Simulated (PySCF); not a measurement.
Si(H)2(Me)(NCO) (C₂H₅NOSi), SMILES C[SiH2]N=C=O. Atoms are numbered in the order given.

```xyz
10

Si    -0.5999    -1.0938     0.0000
C      0.9598    -2.1186     0.0000
N     -0.1913     0.5849     0.0000
C      0.0661     1.7527     0.0000
O      0.3225     2.8932     0.0000
H     -1.4223    -1.3654    -1.2150
H     -1.4223    -1.3654     1.2150
H      0.7127    -3.1918     0.0000
H      1.5674    -1.9044    -0.8922
H      1.5674    -1.9044     0.8922
```
Charge 0, spin multiplicity 1.

Geometry optimised at PBE0-D3(BJ)/def2-SVP. One conformer was computed; it need not be the lowest.

Level of theory: PySCF with M06-2X/def2-TZVP.

Isolated molecule, no solvent.

Q: Estimate the frontier levels, gap, dipole moment and polarisability. (The exact figures need the calculation; the answer reports its results.)

A: 
```yaml
highest_occupied_level: -9.77 eV
lowest_empty_level: 1.15 eV
orbital_gap: 10.92 eV
dipole_moment: 2.77 D
quadrupole, principal values (traceless, Buckingham form, about the centre of nuclear charge): -6.14, 2.86, 3.28 D·Å
mean_static_polarisability: 57.5 bohr³ (8.53 Å³)
polarisability_principal_values: 44.4, 49.3, 78.9 bohr³
```
